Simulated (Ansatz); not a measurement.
A series at Si: from `N[Si](Cl)(Cl)Cl`, ligands are replaced one by one, each step taking up H–F and setting free HCl; n counts the steps. Ansatz, PBE0-D4/def2-TZVP geometries. Each molecule was computed in one conformer, which needn't be the lowest.

CBS adds triple-zeta CCSD(T) − MP2 to the MP2 limit, frozen cores; atoms without spin–orbit coupling. 

| n | molecule | atomization energy, CCSD(T)/CBS (kJ/mol) |
| --- | --- | --- |
| 0 | `N[Si](Cl)(Cl)Cl` | 2397.1 |
| 1 | `N[Si](F)(Cl)Cl` | ? |
| 2 | `N[Si](F)(F)Cl` | 2787.5 |
| 3 | `N[Si](F)(F)F` | 2987.0 |

Task: By hand: fit a straight line y = ȳ + b (n − n̄) to the 3 given rows and predict n = 1.

Result: n̄ = 1.667, ȳ = 2723.87; Σ(n − n̄)(y − ȳ) = 916.67, Σ(n − n̄)² = 4.667, so b = 196.42 kJ/mol a step. Prediction: 2723.87 + (196.42) × (-0.667) = 2592.9 kJ/mol.

Task: By hand: compare with the computed value, 2592.3 kJ/mol, and give the steps along the whole series.

Result: The line misses by -0.6 kJ/mol (computed minus predicted). Steps: 195.2, 195.2, 199.5 kJ/mol.

The steps differ by at most 4.3 kJ/mol, 2.2 % of a mean step, so the ligands' effects nearly add and a line is close. The miss is 0.1 % of the series' range. The energies themselves are unsure by some kJ/mol a bond, though much of that is common to the series.
